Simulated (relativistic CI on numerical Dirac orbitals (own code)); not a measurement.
**One change at a time: Pb⁴³⁺**

Base calculation: Dirac-Coulomb-Breit CI, KLI orbitals optimised for each configuration, model QED (radiative potential, 1s self-energy scaled to tabulated hydrogen-like ionisation energies), unscaled Slater integrals.

Configuration list (outside the closed core [Ar] 3d10): 4s²4p⁶4d³, 4s²4p⁶4d²4f, 4s²4p⁵4d⁴, 4s4p⁶4d⁴, 4s4p⁶4d³4f, 4s²4p⁶4d²5s, 4s²4p⁶4d4f5s, 4s²4p⁶4d²5p, 4s²4p⁶4d²5d, 4s²4p⁵4d³5s, 4s²4p⁶4d4f², 4s²4p⁶4f³, 4s4p⁶4d4f³, 4s²4p⁶4f²5s, 4s²4p⁶4f²5p, 4s²4p⁶4d5s², 4s²4p⁶4f5s², 4s4p⁶4d4f5s², 4s²4p⁶5s²5p. Double excitations out of closed p, d and f shells are left out; levels of such configurations are missing from the list, as are those of other unlisted configurations, and high levels can miss mixing partners. These lack a partner that the ground configuration has and come out too high: 4s²4p⁶4d²5d, 4s²4p⁵4d³5s.

Variants: (1) P86 correlation estimate; (2) Breit term removed; (3) one mean potential for all configurations. Shifts of the energy above 4s²4p⁶4d³ ⁴F3/2, in cm⁻¹, for the lowest level and the first level of each name with at least 55 % of one term (blank where a level changes its place among those of its configuration and J or its character, or is not in the variant):

| Level | Base | Δ(1) | Δ(2) | Δ(3) |
| --- | --- | --- | --- | --- |
| 4s²4p⁶4d³ ⁴F3/2 | 0 | 0 | 0 | 0 |
| 4s²4p⁶4d³ ⁴F5/2 | 226260 | -1 | +5249 | +12 |
| 4s²4p⁶4d³ ⁴P1/2 | 267812 | +1 | +5151 | +16 |
| 4s²4p⁶4d³ ⁴F7/2 | 486742 | -1 | +10629 | +26 |
| 4s²4p⁶4d³ ²P1/2 | 530892 | +1 | +10188 | +32 |
| 4s²4p⁶4d³ ²H11/2 | 545261 | -1 | +12444 | +23 |
| 4s²4p⁶4d³ ²F7/2 | 574163 | +1 | +11176 | +30 |
| 4s²4p⁶4d³ ²D3/2 | 643384 | +2 | +10002 | +42 |

At this charge energies of transitions that change n are usually good to better than 1 %, and those within a shell (Δn = 0) to a few per cent.

Ionisation energy from the two ground configurations alone: base 2162.72 eV; P86 correlation estimate 2164.77 eV; Breit term removed 2164.41 eV. The NIST ASD value (theoretical) is 2163 eV.

LS names give the leading component of a level, which can be under half, so a name can repeat, a term be missing and a line seem to break the LS rules.
